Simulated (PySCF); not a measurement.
Isomers of C7H11BO2, from PySCF 2.14.0, PBE0-D3(BJ)/def2-SVP geometry optimisation, gas phase. One conformer each, no zero-point energy, no frequencies.

Task: Which isomer lies lower at this level?
A. `[CH:1]#[C:2][C@H:3]([CH2:4][CH:5]=[CH2:6])[CH2:7][B:8]([OH:9])[OH:10]` with C2–C3–C4–C5 174°, C3–C4–C5–C6 115°, C2–C3–C7–B8 -166°, C3–C7–B8–O9 -145°, C7–B8–O9–H -177°: A = 1766, B = 911.9, C = 712.8 MHz, dipole 3.21 D
B. `[CH:1]#[C:2][C@H:3]([CH3:4])[B:5]1[O:6][CH2:7][CH2:8][CH2:9][O:10]1` with C2–C3–B5–O6 90°, C3–B5–O6–C7 -178°, B5–O6–C7–C8 -28°, O6–C7–C8–C9 52°, C7–C8–C9–O10 -52°: A = 2356, B = 866.9, C = 787.0 MHz, dipole 3.37 D

Result: B. That is `C#C[C@H](C)B1OCCCO1`, 8.8 kcal/mol below the other.

| SMILES | mapped SMILES | E (Eh) | relative (kcal/mol) | relative (kJ/mol) | dipole (D) |
| --- | --- | --- | --- | --- | --- |
| C#C[C@H](C)B1OCCCO1 | [CH:1]#[C:2][C@H:3]([CH3:4])[B:5]1[O:6][CH2:7][CH2:8][CH2:9][O:10]1 | -447.86300 | 0.0 | 0.0 | 3.37 |
| C#C[C@H](CC=C)CB(O)O | [CH:1]#[C:2][C@H:3]([CH2:4][CH:5]=[CH2:6])[CH2:7][B:8]([OH:9])[OH:10] | -447.84902 | 8.8 | 36.7 | 3.21 |

As drawn, the higher has an O–H bond and a C=C bond outside aromatic rings, which the lower lacks.
